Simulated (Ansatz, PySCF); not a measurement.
Noncovalent pair: stibine (SMILES [SbH3]) (first 4 atoms) with C2H4 (SMILES C=C); geometry from B3LYP-D3(BJ)/def2-TZVP, rigid monomers moved along the line of their centres of mass till Sb1···C6 is 5.06 Å.
(charge 0, multiplicity 1):
```xyz
10

Sb     0.61260    -0.14057     0.64658
H      1.19549     0.48732    -0.84522
H      1.97673     0.46651     1.48445
H     -0.28028     1.28753     0.95197
C     -0.44873     0.54752     5.66932
C     -0.60225    -0.76103     5.52427
H      0.51623     0.98680     5.89064
H     -1.28076     1.23330     5.56590
H     -1.56625    -1.20080     5.29940
H      0.23030    -1.44670     5.62544
```

Interaction energies are E(AB) − E(A) − E(B) at the monomers' geometry in the complex; basis-set methods are counterpoise corrected.

Frozen-core correlation. Filled d and f shells under p-block atoms count as core. CBS(a, b) extrapolates the correlation energy as X⁻³ and adds the Hartree–Fock energy of set b.

The values were computed with Ansatz (a first-principles code); PySCF for the dispersion terms. Each number belongs to the level named beside it. In def2 rows elements past Kr take small-core potentials, without spin–orbit coupling.

PBE/def2-TZVPPD gives -13.3 meV for the interaction energy.

Predict the shift from PBE, with its sign, for: PBE-D3(BJ)/def2-TZVPPD, r2SCAN/def2-TZVPPD, B3LYP/def2-TZVPPD, wB97M-V/def2-TZVPPD, MP2/CBS(def2-SVPD, def2-TZVPPD), CCSD(T)/CBS(def2-SVPD, def2-TZVPPD).

PBE-D3(BJ)/def2-TZVPPD -15.5; r2SCAN/def2-TZVPPD -1.1; B3LYP/def2-TZVPPD 11.2; wB97M-V/def2-TZVPPD -10.4; MP2/CBS(def2-SVPD, def2-TZVPPD) -11.8; CCSD(T)/CBS(def2-SVPD, def2-TZVPPD) -9.1 meV. 1 of 6 lie above PBE; the widest gap is to PBE-D3(BJ)/def2-TZVPPD.
